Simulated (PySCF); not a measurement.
Record of a relaxation.

Compound: FH8PSi3.
Bonds: F1–Si2, Si2–Si3, Si2–Si4, Si2–P5. Hydrogens: H6, H7, H8 on Si3; H9, H10, H11 on Si4; H12, H13 on P5.

Method: PySCF 2.14.0, PBE0-D3(BJ)/def2-SVP geometry optimisation, gas phase; density fitting, grid level 1; the optimiser is geomeTRIC in internal coordinates, started from a GFN2-xTB structure with every atom displaced at random (about 0.01 Å). The frame can shift and turn from step to step; on so coarse a grid that alone can change the energy by a few meV, and forces under 0.02 eV/Å are noise.

Step 0: E = -35741.5723 eV, largest atomic force 1.299 eV/Å
```
atom  x, y, z in Å  |  force x, y, z in eV/Å
F1      0.292   -0.339   -2.082    0.076  -0.133  -0.221
Si2    -0.086   -0.001   -0.518    0.099   0.523  -0.753
Si3     2.001    0.470    0.404    0.184  -0.181   0.301
Si4    -1.367   -1.799    0.161   -0.621   0.176   0.642
P5     -1.428    1.811   -0.717   -0.984  -0.791  -0.169
H6      2.701    1.616   -0.213   -0.105   0.297  -0.344
H7      1.887    0.790    1.837   -0.159   0.079   0.466
H8      2.929   -0.678    0.298    0.089  -0.343  -0.078
H9     -2.634   -1.976   -0.588   -0.107   0.198  -0.340
H10    -1.786   -1.639    1.581    0.052   0.118   0.214
H11    -0.644   -3.049    0.072    0.616  -0.754  -0.115
H12    -1.431    2.045    0.665   -0.154   0.057   0.693
H13    -0.427    2.733   -0.911    1.015   0.755  -0.295
```

Step 1: E = -35741.7726 eV, largest atomic force 0.250 eV/Å
```
atom  x, y, z in Å  |  force x, y, z in eV/Å
F1      0.285   -0.319   -2.185   -0.034   0.022   0.125
Si2    -0.090    0.033   -0.617    0.093  -0.113  -0.203
Si3     1.970    0.412    0.436   -0.054   0.051  -0.013
Si4    -1.315   -1.792    0.209   -0.019   0.076   0.016
P5     -1.457    1.837   -0.730    0.101   0.168   0.133
H6      2.599    1.588   -0.236    0.073   0.028   0.011
H7      1.779    0.716    1.885   -0.052   0.027   0.041
H8      2.863   -0.776    0.314    0.025  -0.041  -0.029
H9     -2.564   -1.894   -0.600   -0.061  -0.070  -0.007
H10    -1.674   -1.564    1.641   -0.008   0.037   0.037
H11    -0.537   -3.062    0.111    0.032  -0.004  -0.035
H12    -1.461    2.025    0.694   -0.002  -0.066  -0.086
H13    -0.391    2.780   -0.930   -0.096  -0.115   0.011
```

Step 2: E = -35741.7833 eV, largest atomic force 0.164 eV/Å
```
atom  x, y, z in Å  |  force x, y, z in eV/Å
F1      0.283   -0.319   -2.204   -0.018   0.004   0.058
Si2    -0.088    0.031   -0.638    0.043  -0.068  -0.143
Si3     1.964    0.418    0.430   -0.013   0.025   0.007
Si4    -1.318   -1.783    0.204   -0.026   0.032   0.019
P5     -1.451    1.838   -0.723    0.015   0.057   0.036
H6      2.617    1.595   -0.223    0.023  -0.010   0.021
H7      1.742    0.721    1.878   -0.029   0.007  -0.005
H8      2.857   -0.775    0.318    0.002   0.002  -0.004
H9     -2.579   -1.914   -0.588    0.003  -0.032   0.018
H10    -1.663   -1.536    1.639    0.005   0.019  -0.006
H11    -0.529   -3.048    0.109    0.010  -0.001  -0.011
H12    -1.445    1.987    0.701    0.002  -0.028   0.001
H13    -0.382    2.770   -0.912   -0.016  -0.006   0.010
```

Step 3: E = -35741.7920 eV, largest atomic force 0.082 eV/Å
```
atom  x, y, z in Å  |  force x, y, z in eV/Å
F1      0.280   -0.321   -2.251   -0.007  -0.011  -0.024
Si2    -0.084    0.026   -0.687   -0.021   0.023  -0.040
Si3     1.946    0.422    0.418    0.013  -0.027   0.014
Si4    -1.314   -1.769    0.196    0.018  -0.027   0.012
P5     -1.439    1.842   -0.711   -0.051  -0.039  -0.045
H6      2.637    1.599   -0.195   -0.019  -0.013   0.004
H7      1.659    0.721    1.856   -0.004  -0.009  -0.018
H8      2.841   -0.774    0.332   -0.003   0.021   0.023
H9     -2.593   -1.947   -0.558    0.023   0.012   0.008
H10    -1.628   -1.478    1.631    0.011   0.001  -0.016
H11    -0.511   -3.027    0.114   -0.011   0.001   0.018
H12    -1.416    1.917    0.716    0.004   0.003   0.049
H13    -0.370    2.773   -0.871    0.047   0.065   0.015
```

Step 4: E = -35741.7943 eV, largest atomic force 0.063 eV/Å
```
atom  x, y, z in Å  |  force x, y, z in eV/Å
F1      0.276   -0.320   -2.282   -0.009  -0.006  -0.031
Si2    -0.082    0.025   -0.718   -0.028   0.046   0.000
Si3     1.934    0.419    0.411    0.016  -0.034   0.005
Si4    -1.304   -1.762    0.191    0.027  -0.034   0.004
P5     -1.434    1.846   -0.706   -0.030  -0.036  -0.043
H6      2.639    1.598   -0.181   -0.020  -0.005  -0.004
H7      1.609    0.716    1.842    0.003  -0.009  -0.011
H8      2.834   -0.775    0.347   -0.003   0.017   0.023
H9     -2.593   -1.959   -0.541    0.016   0.018   0.001
H10    -1.599   -1.445    1.625    0.008  -0.003  -0.010
H11    -0.499   -3.020    0.122   -0.011   0.001   0.019
H12    -1.406    1.879    0.723   -0.002   0.004   0.031
H13    -0.366    2.783   -0.841    0.033   0.041   0.015
```

Step 5: E = -35741.7954 eV, largest atomic force 0.038 eV/Å
```
atom  x, y, z in Å  |  force x, y, z in eV/Å
F1      0.268   -0.314   -2.310   -0.012   0.003  -0.014
Si2    -0.082    0.026   -0.743   -0.013   0.031   0.019
Si3     1.924    0.414    0.405    0.010  -0.016  -0.007
Si4    -1.291   -1.759    0.187    0.019  -0.018  -0.004
P5     -1.432    1.850   -0.705    0.009  -0.011  -0.016
H6      2.634    1.596   -0.173   -0.007   0.002  -0.004
H7      1.571    0.709    1.829    0.002  -0.002   0.001
H8      2.830   -0.776    0.363   -0.001   0.004   0.010
H9     -2.585   -1.966   -0.529    0.002   0.007  -0.004
H10    -1.570   -1.422    1.618    0.001  -0.003   0.000
H11    -0.486   -3.017    0.131   -0.003   0.001   0.008
H12    -1.409    1.849    0.727   -0.010   0.001   0.002
H13    -0.364    2.795   -0.809    0.002   0.001   0.010
```

Step 6: E = -35741.7957 eV, largest atomic force under 0.02 eV/Å
```
atom  x, y, z in Å  |  force x, y, z in eV/Å
F1      0.264   -0.308   -2.316   -0.009   0.006  -0.003
Si2    -0.083    0.029   -0.748    0.001   0.006   0.015
Si3     1.923    0.412    0.403    0.003   0.001  -0.009
Si4    -1.283   -1.760    0.185    0.007  -0.002  -0.003
P5     -1.434    1.851   -0.706    0.019   0.003  -0.002
H6      2.632    1.595   -0.174    0.002   0.003  -0.002
H7      1.565    0.708    1.826    0.000   0.002   0.003
H8      2.830   -0.775    0.368   -0.001  -0.002   0.001
H9     -2.579   -1.967   -0.529   -0.003  -0.001  -0.003
H10    -1.561   -1.420    1.616   -0.002  -0.002   0.002
H11    -0.478   -3.019    0.133    0.002   0.000   0.000
H12    -1.423    1.841    0.727   -0.011  -0.003  -0.007
H13    -0.365    2.798   -0.793   -0.008  -0.010   0.006
```

Problem. Summarise the path.

Solution. The energy falls by 5.15 kcal/mol from step 0 to step 6; nine tenths of that is first reached at step 2. It falls at every step. The largest force goes from 1.299 to under 0.02 eV/Å. Among the bonds P5–H13 changes most, from 1.375 to 1.431 Å; the atoms move by 0.191 Å rms after alignment.

The cost below is that of the whole optimisation. Hardware: an Arm Neoverse V1 with one thread, shared host with 64 logical CPUs at a one-minute load of 44. Cost: 50 s, 0.59 GiB resident at most.
